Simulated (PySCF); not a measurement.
Zn(F)2 anion (F2Zn), SMILES [F][Zn][F] (connectivity only; charge and spin as stated), charge -1, multiplicity 2. Atoms are numbered in the order given.

```xyz
3

Zn     0.0000     0.0000     0.3572
F      0.0000    -1.6178    -0.5953
F      0.0000     1.6178    -0.5953
```
Charge -1, spin multiplicity 2.

Geometry optimised at PBE0-D3(BJ)/def2-SVPD. The spin state was assumed, not searched. The isomer is the one that the SMILES or the coordinates give; other isomers of the formula were not compared.

The numbers are results of PBE/def2-TZVPD (PySCF), not measurements.

Mulliken values depend strongly on the basis, most of all with diffuse functions as here. ESP charges are fitted to the potential on shells at 1.4 to 2.0 van der Waals radii. Atomic charges (e):

| atom | meta-Löwdin | ESP fit | Mulliken spin |
|---|---|---|---|
| Zn1 | … | 0.03 | 1.23 |
| F2 | … | -0.51 | -0.12 |
| F3 | … | -0.51 | -0.12 |

Question: Complete the blanks. (An estimate is asked for; the answer gives what the named calculation found.)

Answer: 
- Zn1, meta-Löwdin: 0.72
- F2, meta-Löwdin: -0.86
- F3, meta-Löwdin: -0.86
